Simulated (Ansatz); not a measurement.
`O[SiH2][TeH]` and `S[SiH2][TeH]` differ in one atom or group.

Ansatz, PBE0-D4/def2-TZVP geometries, multiplicity 1. Each molecule was computed in one conformer, which needn't be the lowest.

Elements past krypton have def2 core potentials.

```tsv
property	`O[SiH2][TeH]`
HOMO energy (ωB97M-V/def2-TZVPP) / eV	-8.76
HOMO–LUMO gap (B3LYP/def2-TZVPP) / eV	5.55
HOMO–LUMO gap (PBE0/def2-TZVPP) / eV	6.02
HOMO–LUMO gap (ωB97M-V/def2-TZVPP) / eV	9.91
size of the dipole moment (ωB97M-V/def2-TZVPP) / D	1.12
LUMO energy (B3LYP/def2-TZVPP) / eV	-0.90
```

Task: What does the change do to each property? (Estimate.)

Result: Computed: 
| property | `S[SiH2][TeH]` | shift |
| --- | --- | --- |
| HOMO energy (ωB97M-V/def2-TZVPP) / eV | -8.71 | 0.05 |
| HOMO–LUMO gap (B3LYP/def2-TZVPP) / eV | 5.28 | -0.27 |
| HOMO–LUMO gap (PBE0/def2-TZVPP) / eV | 5.73 | -0.29 |
| HOMO–LUMO gap (ωB97M-V/def2-TZVPP) / eV | 9.57 | -0.34 |
| size of the dipole moment (ωB97M-V/def2-TZVPP) / D | 0.84 | -0.28 |
| LUMO energy (B3LYP/def2-TZVPP) / eV | -1.14 | -0.24 |

Dipoles are sizes alone; their direction can turn.

B3LYP here is the variant with VWN-RPA as its local correlation; programs differ in this.

Spin–orbit coupling is left out; it splits and shifts lone-pair levels of the heavy atoms by tenths of an eV.
